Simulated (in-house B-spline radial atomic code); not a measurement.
**CAM-B3LYP excitations of the manganese ion Mn⁷⁺**

Method: CAM-B3LYP. Computed with an all-electron radial atomic-structure program (B-spline basis): linear response of the closed shell [Ne] 3s2 3p6 with the functional's adiabatic kernel; non-relativistic, point nucleus, no spin-orbit coupling, no double excitations, S, P, D and F terms only. Only terms of natural parity with L up to 3 were computed.

Command:
```bash
python run_td.py task.json out
```
Settings (radii: box in bohr, nucleus in fm):
```
Z                        25
electrons                18
configuration            [Ne] 3s2 3p6
hamiltonian              nr
method                   camb3lyp
box_radius               12.81
intervals                51
```

Time taken, with all properties: 1.2 s on 1 thread of Intel(R) Xeon(R) Platinum 8375C CPU @ 2.90GHz (Ice Lake), on a shared host.

The lowest states, in the order of their Tamm-Dancoff energies; the method's threshold (minus the highest occupied level) is 187.53 eV. Labels give the largest channel, * marks a mixed state, and oscillator strengths are full-response dipole values. Semilocal kernels can invert the small singlet-triplet splittings of Rydberg terms. Energies in eV:

```json
{"state": "3p → 3d 3P", "full response": "46.02", "Tamm-Dancoff": "46.18", "oscillator strength": "-"}
{"state": "3p → 3d 3F", "full response": "46.77", "Tamm-Dancoff": "47.01", "oscillator strength": "-"}
{"state": "3p → 3d 1F", "full response": "?", "Tamm-Dancoff": "?", "oscillator strength": "-"}
{"state": "3p → 3d 1P", "full response": "65.79", "Tamm-Dancoff": "68.70", "oscillator strength": "3.11"}
{"state": "3s → 3d 3D", "full response": "80.52", "Tamm-Dancoff": "80.59", "oscillator strength": "-"}
{"state": "3s → 3d 1D", "full response": "85.78", "Tamm-Dancoff": "85.91", "oscillator strength": "-"}
{"state": "3p → 4s 3P", "full response": "96.70", "Tamm-Dancoff": "96.71", "oscillator strength": "-"}
{"state": "3p → 4s 1P", "full response": "97.89", "Tamm-Dancoff": "97.94", "oscillator strength": "0.276"}
{"state": "3p → 4p 3S", "full response": "?", "Tamm-Dancoff": "?", "oscillator strength": "-"}
{"state": "3p → 4p 3D", "full response": "106.62", "Tamm-Dancoff": "106.63", "oscillator strength": "-"}
{"state": "3p → 4p 1D", "full response": "107.54", "Tamm-Dancoff": "107.54", "oscillator strength": "-"}
{"state": "3p → 4p 1S", "full response": "112.08", "Tamm-Dancoff": "112.38", "oscillator strength": "-"}
{"state": "3p → 4d 3P", "full response": "121.82", "Tamm-Dancoff": "121.84", "oscillator strength": "-"}
{"state": "3p → 4d 3F", "full response": "122.07", "Tamm-Dancoff": "122.08", "oscillator strength": "-"}
{"state": "3p → 4d 1F", "full response": "122.68", "Tamm-Dancoff": "122.68", "oscillator strength": "-"}
{"state": "3p → 4d 1P", "full response": "123.57", "Tamm-Dancoff": "123.66", "oscillator strength": "0.366"}
{"state": "3s → 4s 3S", "full response": "129.61", "Tamm-Dancoff": "129.62", "oscillator strength": "-"}
{"state": "3s → 4s 1S", "full response": "131.62", "Tamm-Dancoff": "131.72", "oscillator strength": "-"}
{"state": "3p → 4f 3D", "full response": "133.82", "Tamm-Dancoff": "133.83", "oscillator strength": "-"}
{"state": "3p → 4f 1D", "full response": "135.35", "Tamm-Dancoff": "135.38", "oscillator strength": "-"}
{"state": "3p → 5s 3P", "full response": "137.65", "Tamm-Dancoff": "137.65", "oscillator strength": "-"}
{"state": "3p → 5s 1P", "full response": "138.05", "Tamm-Dancoff": "138.05", "oscillator strength": "0.0559"}
```

(1) Where does 3p → 4p 3S lie?

(2) Where does 3p → 3d 1F lie?

(3) How large is the singlet-triplet splitting of 3p → 3d (F terms) in Tamm-Dancoff?

(4) What polarisabilities and dispersion coefficient does the method give?

Results:

(1) At 105.67 eV in full response, 105.70 eV in Tamm-Dancoff.

(2) At 51.03 eV in full response, 51.04 eV in Tamm-Dancoff.

(3) 4.04 eV, from the unrounded values.

(4) Dipole 0.6333 bohr³, quadrupole 0.4693 bohr⁵, C6 0.8403 hartree·bohr⁶ for two such species.
